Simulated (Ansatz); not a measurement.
`CCCC=O` + HBr → `O=CCBr` + `CC` at 500 K and 1 bar (substitution at a C–C bond).

Isolated molecules relaxed with PBE0-D4/def2-TZVP in Ansatz; ΔE leaves out vibrations. CBS: MP2 limit from def2 TZ/QZ plus the TZ coupled-cluster correction, frozen cores. This one scheme is used for every species. For Br outer-core shells are correlated without core-valence functions, which leaves a few kJ/mol of doubt a bond. Scalar relativity is left out up to krypton. One conformer a species, not always the lowest.

| species | CCSD(T)/CBS energy (Eh) | H − E (kJ/mol) | S (J/(mol·K)) |
| --- | --- | --- | --- |
| `CCCC=O` | -232.19040 | 339.7 | 384.9 |
| HBr | -2573.91920 | 30.5 | 213.7 |
| `O=CCBr` | -2726.38076 | 154.0 | 347.8 |
| `CC` | -79.71954 | 220.5 | 259.9 |

H − E and S are ideal-gas, rigid-rotor, harmonic terms from PBE0-D4/def2-TZVP, for one conformer and one mirror image of each species. 1 Eh = 2625.50 kJ/mol, R = 8.31446 J/(mol·K).

Task: By hand: ΔE, ΔH, ΔS and ΔG.

Result: ΔE = (-2726.38076) + (-79.71954) − (-232.19040) − (-2573.91920) = 0.00930 Eh = 24.4 kJ/mol. Δ(H − E) = 154.0 + 220.5 − 339.7 − 30.5 = 4.3, so ΔH = 28.7 kJ/mol. ΔS = 347.8 + 259.9 − 384.9 − 213.7 = 9.1 J/(mol·K). ΔG = 28.7 − 500 × (9.1)/1000 = 24.1 kJ/mol.

Task: By hand: the equilibrium constant, and the temperature at which ΔG would vanish if ΔH and ΔS stayed fixed.

Result: log₁₀ K = −ΔG/(RT ln 10) = -2.5. ΔG = 0 at ΔH/ΔS = 3154 K, far beyond where these terms or the molecules hold.

The number of gas molecules stays the same, so ΔS is small and ΔH decides. A doubt of 5 kJ/mol in ΔE shifts log₁₀ K by 0.5 here. Other conformers and mirror images would add mixing entropy, several J/(mol·K) or more a flexible species. These are equilibria of isolated gas molecules and say nothing of rates. Largest T1 diagnostic: 0.012 (customary marks: 0.02 for closed shells, 0.045 for open ones).
